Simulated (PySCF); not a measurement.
A species of formula C6H12Ge has this rotational fingerprint, computed with PBE0-D3(BJ)/def2-SVP geometry optimisation, gas phase (PySCF 2.14.0):

| Property | Result |
| --- | --- |
| Rotational constants | A = 2941, B = 1396, C = 1161 MHz |
| Dipole components | \|μa\| = 0.20 D, \|μb\| = 0.42 D, \|μc\| = 0.04 D |
| Inertial defect | -98.51 u·Å² |
| κ | -0.74 |

Task: Which candidate fits, each taken in the one conformer that was computed?
A. `[CH2:1]=[C:2]([CH3:3])[C@@H:4]1[CH2:5][C@H:6]1[GeH3:7]` with C1–C2–C4–C5 32°
B. `[CH2:1]1[CH2:2][C@H:3]([CH:4]2[CH2:5][CH2:6]2)[GeH2:7]1` with C2–C3–C4–C5 -151°, Ge7–C1–C2–C3 19°, C1–C2–C3–C4 101°, C3–C4–C5–C6 113°, C2–C3–Ge7–C1 15°
C. `[H][Ge]([H])([CH2]C=C)[CH2]C=C` (Ge(eta1-allyl)2H2)
D. `[CH2:1]=[CH:2][Ge@@H:3]1[CH2:4][CH2:5][C@H:6]1[CH3:7]` with C1–C2–Ge3–C4 -138°, C2–Ge3–C4–C5 -135°, Ge3–C4–C5–C6 23°, C4–C5–C6–C7 -151°, C2–Ge3–C6–C5 135°

Result: B. It is [CH2]1C[C@H](C2CC2)[GeH2]1, an asymmetric top, point group C1. The candidates at the same level (rigid rotor, commonest isotopes):

| SMILES | A (MHz) | B (MHz) | C (MHz) | μa (D) | μb (D) | μc (D) | Δ (u·Å²) | point group | rotor |
| --- | --- | --- | --- | --- | --- | --- | --- | --- | --- |
| [H][Ge]([H])([CH2]C=C)[CH2]C=C | 7967 | 700.6 | 688.4 | 0.00 | 0.79 | 0.00 | -50.60 | C2 | near-prolate asymmetric top |
| C=[CH][Ge@@H]1[CH2]C[C@H]1C | 3363 | 1279 | 1034 | 0.31 | 0.13 | 0.43 | -56.59 | C1 | asymmetric top |
| C=C(C)[C@@H]1C[C@H]1[GeH3] | 4017 | 742.1 | 697.1 | 0.40 | 0.11 | 0.29 | -81.85 | C1 | near-prolate asymmetric top |
| [CH2]1C[C@H](C2CC2)[GeH2]1 | 2941 | 1396 | 1161 | 0.20 | 0.42 | 0.04 | -98.51 | C1 | asymmetric top |

`[H][Ge]([H])([CH2]C=C)[CH2]C=C` has A 171 % too high; `C=C(C)[C@@H]1C[C@H]1[GeH3]` has B 47 % too low; `C=[CH][Ge@@H]1[CH2]C[C@H]1C` has A 14 % too high. No structure here is proved a minimum.
